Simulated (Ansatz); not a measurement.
Loss of H2: CH6O2Sn → CH4O2Sn + H2

Species: CH6O2Sn `C[O][SnH2][OH]`, singlet; CH4O2Sn `C[O][Sn][OH]`, singlet; H2 (hydrogen), singlet. 

Shapes, held fixed at every level: PBE0-D4/def2-TZVP. Flexible molecules stand in one conformer, not always the lowest. Programs: Ansatz 0.2.0. Electronic energies: no zero-point or thermal term.

Problem. Estimate ΔE of this reaction.

Solution. The highest level, CCSD(T)/def2-TZVPP, gives ΔE = -29.9 kJ/mol; the levels span -59.2 to -24.6. The column of differences is taken from that level and isn't an error. No measured value is set beside it here. For atoms past krypton def2 sets carry core potentials with scalar relativity. Correlated rows may include outer-core shells of Sn, which these sets cover unevenly. Times are processor times on shared x86 and Arm servers, and rough.

```csv
level,kind,ΔE (kJ/mol),less CCSD(T)/def2-TZVPP,CPU time (sum over the molecules)
PBE-D4/def2-TZVPP,GGA,-56.0,-26.1,11 s
r2SCAN-D4/def2-TZVPP,meta-GGA,-40.8,-10.9,20 s
B3LYP-D4/def2-TZVPP,global hybrid,-59.2,-29.3,20 s
wB97M-V/def2-TZVPP,range-separated hybrid,-35.9,-6.0,45 s
wB97X-V/def2-TZVPP,range-separated hybrid,-24.6,+5.3,31 s
MP2/def2-TZVPP,perturbation theory,-43.5,-13.6,–
CCSD(T)/def2-TZVPP,coupled cluster or CI,-29.9,0.0,29 s
```
